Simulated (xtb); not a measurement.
Al(Cl)2(OEt) (C2H5AlCl2O), SMILES [O]([Al]([Cl])[Cl])CC. All values are semi-empirical tight-binding results from xtb (GFN2-xTB unless named), good for trends rather than for accurate numbers. Geometry optimised at GFN2-xTB. The values are those of a single conformer.

Optimised geometry:

Bonded distances (Å): Al1–Cl2 2.032, Al1–Cl3 2.026, Al1–O4 1.646, O4–C5 1.400, C5–C6 1.522, C5–H7 1.096, C5–H8 1.096, C6–H9 1.088, C6–H10 1.087, C6–H11 1.088. Bond angles (°): Cl2–Al1–Cl3 122.8, Cl2–Al1–O4 121.1, Cl3–Al1–O4 116.2, Al1–O4–C5 164.9, O4–C5–C6 111.4, O4–C5–H7 108.3, O4–C5–H8 108.3, C6–C5–H7 110.1, C6–C5–H8 110.1, H7–C5–H8 108.6, C5–C6–H9 109.8, C5–C6–H10 110.2, C5–C6–H11 109.7, H9–C6–H10 109.3, H9–C6–H11 108.5, H10–C6–H11 109.3.
Charge 0, spin multiplicity 1.

For metal compounds this method's bond lengths and energies can be far off.

The orbital gap is 4.28 eV and the zero-point energy is 45.4 kcal/mol. The G − E(el) at 298.15 K (modified RRHO) is 23.2 kcal/mol.

Computed atomic charges and the Wiberg bond orders between heavy atoms:
charges (e) Al1 0.38, Cl2 -0.13, Cl3 -0.12, O4 -0.33, C5 0.09, C6 -0.12, H7 0.04, H8 0.04, H9 0.06, H10 0.05, H11 0.05. Bond orders Al1–Cl2 1.31, Al1–Cl3 1.33, Al1–O4 1.34, O4–C5 0.95, C5–C6 1.01.
